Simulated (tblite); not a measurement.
Compound: C5H12OP2.
Atom-mapped SMILES: `[PH2:1][CH2:2][P:3]1[CH2:4][CH2:5][O:6][CH2:7][CH2:8]1` (hydrogens: H9, H10 on P1; H11, H12 on C2; H13, H14 on C4; H15, H16 on C5; H17, H18 on C7; H19, H20 on C8)

Computed with GFN2-xTB (tblite), gas phase: L-BFGS steps from a force-field or distance-geometry start until the largest atomic force falls under 0.01 eV/Å.

At the end of the run (lengths in Å): C5–O6 1.406, O6–C7 1.406, P1–H9 1.394, P1–H10 1.396, C2–P3 1.863, P3–C4 1.862, C5–H15 1.094, C2–P3–C8 97.6°, C5–O6–C7 113.3°, P3–C4–C5 108.7°, C4–C5–O6 113.2°, P1–C2–P3–C4 82°, C2–P3–C4–C5 154°, P3–C4–C5–O6 -65°.

Task: These geometries were met on the way; a selection of coordinates is given. Order them by energy above the end point, lowest first.
A. C5–O6 1.405, O6–C7 1.406, P1–H9 1.390, P1–H10 1.392, C2–P3 1.880, P3–C4 1.859, C5–H15 1.094, C2–P3–C8 98.0°, C5–O6–C7 113.6°, P3–C4–C5 109.4°, C4–C5–O6 112.6°, P1–C2–P3–C4 82°, C2–P3–C4–C5 154°, P3–C4–C5–O6 -65°
B. C5–O6 1.422, O6–C7 1.419, P1–H9 1.409, P1–H10 1.409, C2–P3 1.857, P3–C4 1.869, C5–H15 1.097, C2–P3–C8 99.2°, C5–O6–C7 113.1°, P3–C4–C5 109.9°, C4–C5–O6 112.1°, P1–C2–P3–C4 82°, C2–P3–C4–C5 154°, P3–C4–C5–O6 -65°
C. C5–O6 1.406, O6–C7 1.407, P1–H9 1.395, P1–H10 1.396, C2–P3 1.877, P3–C4 1.858, C5–H15 1.095, C2–P3–C8 98.3°, C5–O6–C7 113.8°, P3–C4–C5 109.7°, C4–C5–O6 112.3°, P1–C2–P3–C4 82°, C2–P3–C4–C5 154°, P3–C4–C5–O6 -65°
D. C5–O6 1.407, O6–C7 1.407, P1–H9 1.393, P1–H10 1.394, C2–P3 1.869, P3–C4 1.862, C5–H15 1.093, C2–P3–C8 98.1°, C5–O6–C7 113.2°, P3–C4–C5 109.3°, C4–C5–O6 112.9°, P1–C2–P3–C4 82°, C2–P3–C4–C5 154°, P3–C4–C5–O6 -65°
E. C5–O6 1.437, O6–C7 1.433, P1–H9 1.416, P1–H10 1.416, C2–P3 1.844, P3–C4 1.881, C5–H15 1.106, C2–P3–C8 99.7°, C5–O6–C7 111.8°, P3–C4–C5 109.6°, C4–C5–O6 112.2°, P1–C2–P3–C4 82°, C2–P3–C4–C5 155°, P3–C4–C5–O6 -66°

Result: D (0.005 eV), A (0.013 eV), C (0.025 eV), B (0.054 eV), E (0.093 eV).

```tsv
step	E above end (eV)	rms distance from the end, all atoms (Å)	largest force (eV/Å)	rms shift of all bonds from the end (Å)
6	0.005	0.018	0.104	0.002
4	0.013	0.022	0.286	0.004
3	0.025	0.027	0.255	0.004
1	0.054	0.035	0.423	0.007
0	0.093	0.038	0.979	0.014
```

Rows stand in the order of the answer.
